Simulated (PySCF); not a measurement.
Species: [RuNCl4]- (charge -1 and singlet state).
SMILES: `[N]#[Ru-]([Cl])([Cl])([Cl])[Cl]`

The closed-shell ground state was solved at several levels (PySCF, density fitting, gas phase). Isolated species at its PBE0-D3(BJ)/def2-SVP geometry, gas phase. Atoms past krypton carry effective core potentials; spin–orbit coupling is left out. The geometry's basis has no diffuse functions, a weakness for an anion. No diffuse functions stand in pcSseg-1 (def2-TZVP on Ru), which bears on an anion's orbital energies.

```tsv
level	basis functions	HOMO (eV)	LUMO (eV)	gap (eV)
PBE0/pcSseg-1 (def2-TZVP on Ru)	153	-3.67	0.82	4.49
B3LYP/def2-SVPD	162	-3.54	0.46	4.00
```

Problem. What might wB97X-D/pcSseg-1 (def2-TZVP on Ru) (153 basis functions) give for the same quantities?

Solution. HOMO -5.58 eV, LUMO 2.48 eV, gap 8.06 eV.

Problem. Over all these levels, which gives the widest orbital gap and which the narrowest?

Solution. wB97X-D/pcSseg-1 (def2-TZVP on Ru) (range-separated hybrid) has the widest, 8.06 eV, and B3LYP/def2-SVPD (global hybrid, 20 % exact exchange) the narrowest, 4.00 eV. Functional and basis both differ between the two, so the spread mixes both effects.
